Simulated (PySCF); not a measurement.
Excitations are Tamm–Dancoff values on a coarser integration grid. The basis has no diffuse functions, so Rydberg states are missing or too high.

Z-matrix (Å, degrees):
```
C
O 1 1.2238
C 1 1.4964 2 122.04
C 3 1.3380 1 121.56 2 -0.40
H 4 1.0905 3 122.04 1 -179.91
H 4 1.0926 5 118.32 3 -179.89
H 3 1.0940 4 120.94 5 0.02
C 1 1.5130 2 122.08 3 179.98
H 8 1.0951 1 110.32 2 0.04
H 8 1.1018 9 109.89 1 -121.55
H 8 1.1018 9 109.89 10 -116.89
```
Charge 0, multiplicity 1.

Give the HOMO, S1–T1 gap (TDA) and T1 excitation (TDA) at the level PBE-D3(BJ)/def2-TZVP (PySCF).


- HOMO: -5.72 eV
- S1–T1 gap (TDA): 0.43 eV
- T1 excitation (TDA): 2.73 eV
